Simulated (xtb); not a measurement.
CH9FOSi3, SMILES C[SiH2][SiH2]O[SiH2]F. All values are semi-empirical tight-binding results from xtb (GFN2-xTB unless named), good for trends rather than for accurate numbers. The structure is a stationary point at GFN2-xTB. The structure was generated by enumeration, and PubChem lists no compound with its InChIKey, so it may never have been made. One conformer was computed; it need not be the lowest.

Optimised geometry:

Bond lengths (Å): C1–Si2 1.902, C1–H7 1.086, C1–H8 1.085, C1–H9 1.086, Si2–Si3 2.307, Si2–H10 1.473, Si2–H11 1.477, Si3–O4 1.639, Si3–H12 1.469, Si3–H13 1.470, O4–Si5 1.599, Si5–F6 1.609, Si5–H14 1.449, Si5–H15 1.449. Bond angles (°): Si2–C1–H7 111.6, Si2–C1–H8 111.2, Si2–C1–H9 111.4, H7–C1–H8 107.5, H7–C1–H9 107.5, H8–C1–H9 107.5, C1–Si2–Si3 109.5, C1–Si2–H10 107.3, C1–Si2–H11 107.0, Si3–Si2–H10 114.3, Si3–Si2–H11 113.2, H10–Si2–H11 105.2, Si2–Si3–O4 107.8, Si2–Si3–H12 117.7, Si2–Si3–H13 116.6, O4–Si3–H12 101.1, O4–Si3–H13 104.6, H12–Si3–H13 107.2, Si3–O4–Si5 157.0, O4–Si5–F6 107.4, O4–Si5–H14 108.1, O4–Si5–H15 109.2, F6–Si5–H14 106.2, F6–Si5–H15 106.0, H14–Si5–H15 119.2.

orbital gap: 4.26 eV
dipole moment: 1.33 D
zero-point energy: 58.2 kcal/mol
G − E(el) at 298.15 K (modified RRHO): 34.5 kcal/mol
static polarisability (D4 model): 105.4 bohr³
solvation energy, GFN2-xTB/ALPB(water): 0.5 kcal/mol
solvation energy, GFN2-xTB/ALPB(thf): -4.4 kcal/mol

Problem. Give the atomic charges and the Wiberg bond orders between heavy atoms. (An estimate is asked for; the answer gives what the named calculation found.)

Solution. charges (e) C1 -0.21, Si2 0.38, Si3 0.46, O4 -0.47, Si5 0.59, F6 -0.29, H7 0.02, H8 0.02, H9 0.02, H10 -0.09, H11 -0.09, H12 -0.10, H13 -0.10, H14 -0.07, H15 -0.07. Bond orders C1–Si2 0.91, Si2–Si3 0.83, Si3–O4 1.00, O4–Si5 1.16, Si5–F6 1.06.
